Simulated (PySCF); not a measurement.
## Induced dipoles and field energies

Species: C7H11ClO.
SMILES with atom numbers: `[CH3:1]/[C:2](=[CH:3]/[CH:4]([CH3:5])[CH3:6])[C:7](=[O:8])[Cl:9]` (hydrogens: H10, H11, H12 on C1; H13 on C3; H14 on C4; H15, H16, H17 on C5; H18, H19, H20 on C6)

Geometry (PBE0-D3(BJ)/def2-SVP, Å), atoms numbered from 1 in this order:
```
atom  x, y, z in Å
C1     5.4876    0.3112   -0.4571
C2     4.2893    0.2554   -1.3585
C3     3.0308    0.3220   -0.8692
C4     1.7114    0.2748   -1.5766
C5     0.6736   -0.4367   -0.7127
C6     1.2662    1.6973   -1.9336
C7     4.4828    0.1132   -2.8200
O8     3.6849    0.2907   -3.6838
Cl9    6.1486   -0.3980   -3.2740
H10    6.0593   -0.6282   -0.4909
H11    6.1802    1.1129   -0.7556
H12    5.1730    0.4918    0.5797
H13    2.9581    0.4381    0.2213
H14    1.8329   -0.2737   -2.5222
H15    0.9829   -1.4657   -0.4736
H16    0.5129    0.0978    0.2385
H17   -0.2945   -0.4883   -1.2332
H18    0.2874    1.6745   -2.4373
H19    1.9890    2.1723   -2.6113
H20    1.1675    2.3234   -1.0320
```

Level: PBE0/def2-SVPD (PySCF); nuclei fixed, core orbitals frozen in the response. Permanent dipole (-1.156, 0.324, 3.081) D (1 au = 2.5417 D). Static polarisability (au):

```
x   137.67  -9.19 -12.42
y    -9.19  81.47   1.48
z   -12.42   1.48 101.24
```

Only the terms in μ and α are kept: μ(F) = μ + αF and ΔE = −μ·F − ½ F·αF.

**Question.** A field of 0.005 au (0.257 V/Å) is applied along each axis in both senses. Find the induced dipole, the size of the total dipole and the two energy terms.

**Answer.** 
```
field along  induced x (D)  induced y (D)  induced z (D)  total size (D)  −μ·F (kJ/mol)  −½F·αF (kJ/mol)
         +x          1.750         -0.117         -0.158           2.990         +5.970           -4.518
         −x         -1.750          0.117          0.158           4.373         -5.970           -4.518
         +y         -0.117          1.035          0.019           3.616         -1.673           -2.674
         −y          0.117         -1.035         -0.019           3.311         +1.673           -2.674
         +z         -0.158          0.019          1.287           4.574        -15.913           -3.323
         −z          0.158         -0.019         -1.287           2.076        +15.913           -3.323
```

**Question.** For the field (-0.0010, 0.0000, -0.0030) au, what is the induced dipole, and what angle does it make with the field?

**Answer.** αF = (-0.255, 0.012, -0.740) D, at 1.1° to the field. The polarisability along this direction, F·αF/F², is 97.43 au, against a mean of 106.79 au.

**Question.** At what field along the permanent dipole would the induced dipole along it equal the permanent one, in this linear picture?

**Answer.** The polarisability along the dipole is 114.49 au, so F = 1.3009 au / 114.49 au = 0.0114 au = 0.58 V/Å; higher-order terms are ignored.

**Question.** What field makes μF equal to kT at 400 K?

**Answer.** kT = 1.2667 × 10⁻³ Eh, so F = 0.000974 au = 5.01 MV/cm.

**Question.** Induction energy −ᾱe²/2R⁴ of a unit charge at 18 Å, the molecule taken as a point?

**Answer.** R = 34.02 bohr, so the energy is −106.8/(2 × 34.02⁴) Eh = -0.105 kJ/mol. The charge–dipole term at its most favourable orientation, −μe/R², is -2.95 kJ/mol.

Geometry: PBE0-D3(BJ)/def2-SVP, one conformer, isolated molecule.

The run behind these numbers computed excited states and ΔSCF ions as well. Hardware: one thread, Arm Neoverse V2 (aarch64), shared host. Cost: 7.5 min, 1.2 GiB resident at most.
